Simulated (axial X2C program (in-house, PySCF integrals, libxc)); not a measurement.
**Correcting the dissociation energy of SnN⁺ for spin–orbit coupling**

A spin-free PBE0 curve (one-electron X2C) was computed with an axial X2C code built on PySCF integrals, basis Sn dyall-cv3z [11s12p9d4f1g], N dyall-av3z [7s7p3d2f] (cores contracted in-house), for the state M_S = 1, Λ = 0 (beyond evenly filled blocks: π+α, π-α). It gives D0 = 1.727 eV to Sn+ + N, which in a spin-free picture are the weighted means of the ground terms.

Measured levels of the ground terms (NIST Handbook of Basic Atomic Spectroscopic Data), in cm⁻¹: Sn+ 2P: J = 1/2 at 0, J = 3/2 at 4251.5; N 4S: J = 3/2 at 0.

The molecular state has Λ = 0, so it has no first-order lowering.

(1) How far does each ground level lie under the (2J+1)-weighted mean of its term?

(2) Correct D0.

Second-order spin–orbit effects in the molecule, which grow quickly with Z, are left out. One determinant describes the state; a PBE0 search over occupations chose it and may have missed a lower one. De is counted from the lowest determinant-based energies of the atoms at the same level, without counterpoise correction.

Answers

(1) Sn+: (2 × 0 + 4 × 4251.5)/6 = 2834 cm⁻¹; N: a single level, 0.

(2) D0 = 1.727 + (0 − 2834)/8065.5 = 1.376 eV at PBE0 with these spin–orbit terms.
